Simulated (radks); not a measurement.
Results of a calculation; reference values are marked as such.
Question: Neutral manganese: order these configurations by energy. Level of theory: scalar-relativistic Kohn-Sham, PBE, spin-polarised, spherical densities, finite nucleus; Fermi nuclear charge, rms radius of each element as measured or else 0.836 A^(1/3) + 0.57 fm (a radial shooting solver on a logarithmic mesh with Libxc functionals). Open shells are filled with parallel spins first. [Ar] 3d4 4s2 4p1; [Ar] 3d5 4s1 4p1; [Ar] 3d5 4s2; [Ar] 3d6 4s1.

Answer: From the lowest, in eV above it: [Ar] 3d5 4s2 0.000; [Ar] 3d6 4s1 1.341; [Ar] 3d5 4s1 4p1 2.229; [Ar] 3d4 4s2 4p1 8.935.
